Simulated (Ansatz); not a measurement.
Species: LaO, charge 0, doublet. LaO (SMILES [O]=[La], doublet).
B3LYP-D3(BJ)/def2-TZVP minimum from Ansatz (a quantum-chemistry and plane-wave program):
```xyz
2

La     0.0000     0.0000    -0.2366
O      0.0000     0.0000     1.6855
```
Charge 0, spin multiplicity 2.

Atomisation energy term by term, kcal/mol (programs: Ansatz). UHF or UKS for unpaired electrons; spin-orbit terms are left out. Correlated methods leave the cores frozen (noble-gas shells, and filled d and f shells in the p block). Past Kr the def2 sets carry scalar-relativistic core potentials. CBS(X,Y): correlation extrapolated as X^-3, Hartree-Fock from the larger set. A bracket is a step between two methods taken in the basis named. For partners of very few electrons the exact lower level stands in for a higher one. The determinant of La ([La], doublet) is a saddle point of the SCF energy; a lower one exists, which strains HF and MP2.

```tsv
term	basis	kcal/mol
Hartree-Fock	def2-QZVPP	103.03
CCSD correlation	CBS(def2-TZVPP,def2-QZVPP)	61.64
(T)	CBS(def2-TZVPP,def2-QZVPP)	8.41
CCSDT(Q) - CCSD(T)	def2-QZVPP	-0.55
CCSDTQ - CCSDT(Q)	def2-SVP	-0.18
sum: De		172.3
```

The step beyond CCSD(T) by other levels: CCSDTQ in def2-SVP 0.00; CCSDT(Q) in def2-SVP 0.19; CCSDT(Q) in def2-TZVPP -0.43 kcal/mol.
